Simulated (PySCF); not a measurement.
A GIAO shielding run with PySCF (density fitting, non-relativistic, gas phase) on SMILES NC(=O)[C@@H]1CC(=O)CO1, C5H7NO3:

```
{"job": {"kind": "nmr", "xc": "PBE0", "basis": "pcSseg-1"}, "charge": 0, "multiplicity": 1}
N      2.099095    -0.800649    -0.473568
C      1.566532    -0.004262     0.467904
O      1.999662     0.117743     1.590148
C      0.334498     0.781130    -0.033674
C     -0.656099     1.013450     1.104260
C     -1.712060    -0.040123     0.872653
O     -2.638354    -0.317630     1.578776
C     -1.368215    -0.703650    -0.452305
O     -0.357207     0.070365    -1.054944
H      2.910925    -1.356011    -0.262943
H      1.658789    -0.869806    -1.375858
H      0.700187     1.710594    -0.482362
H     -0.175547     0.885795     2.076071
H     -1.116750     2.001088     1.073689
H     -1.025068    -1.729383    -0.248058
H     -2.227986    -0.749709    -1.123718
```

Hardware: 1 thread of an x86-64 server CPU, shared host. The job also computes population analyses, field gradients, ring-centre shieldings.

Problem. How large is the calculation?

Solution. 68 electrons, 188 basis functions and 968 auxiliary functions.

Problem. How long does it take?

Solution. 58 s of wall time, with 15 SCF cycles and 5 response iterations. Times on a shared host scatter by some tens of per cent.
